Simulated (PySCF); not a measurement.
**Bond curve of GaI⁺**

Set-up: basis Ga def2-SVP, I def2-SVP with ECP28; scalar-relativistic core potentials; PySCF 2.14. Energies in eV from Ga⁺ + I in their ground configurations at the same level. State: ²Σ⁺ (doublet), unpaired electrons σ ↑.

```
R (Å)    B97-3      PBE   r²SCAN  UHF-MP2
2.138   0.5179   0.1142  -0.0960   0.2357
2.237  -0.0256  -0.4167  -0.5821  -0.2653
2.337  -0.3166  -0.6979  -0.8193  -0.5011
2.411  -0.4228  -0.7973  -0.8870  -0.5585
2.486  -0.4640  -0.8311  -0.8912  -0.5465
2.561  -0.4616  -0.8200  -0.8532  -0.4901
2.660  -0.4185  -0.7617  -0.7649  -0.3836
2.784  -0.3375  -0.6551  -0.6306  -0.2525
2.933  -0.2402  -0.5183  -0.4736  -0.1377
3.132  -0.1417  -0.3612  -0.3042  -0.0523
```

Question: Put a parabola through the three lowest points of the B97-3 curve and estimate Re, k and ωe (reduced mass 44.67 u; 1 eV/Å² = 0.16022 mdyn/Å; ωe = 1302.8·√(k/μ) cm⁻¹).

Answer: Through R = 2.411, 2.486, 2.561 Å the second-order coefficient is 3.88 eV/Å², so Re ≈ 2.519 Å, k ≈ 1.24 mdyn/Å and ωe ≈ 217 cm⁻¹. A polynomial fit of higher order to the unrounded B97-3 energies gives Re = 2.517 Å, k = 1.03 mdyn/Å, ωe = 198 cm⁻¹; anharmonicity and rounding make the difference.

The higher-order fit for each curve: B97-3: Re = 2.517 Å, ωe = 198 cm⁻¹, De = 0.467 eV; PBE: Re = 2.501 Å, ωe = 212 cm⁻¹, De = 0.83 eV; r²SCAN: Re = 2.454 Å, ωe = 234 cm⁻¹, De = 0.90 eV; UHF-MP2: Re = 2.432 Å, ωe = 259 cm⁻¹, De = 0.56 eV.

Correlated steps freeze 13 core orbitals. Correlated levels converge slowly with the basis: in double zeta they bind strong bonds too weakly, by up to about 1 eV, and carry superposition errors of some tenths. Spin–orbit coupling is left out, which matters for elements this heavy, above all for dissociation energies. For an ion De counts to the pair picked by the measured ionisation energies or electron affinities, which need not be the lowest pair at this level. The state was picked by a PBE0 search and need not be the measured ground state.
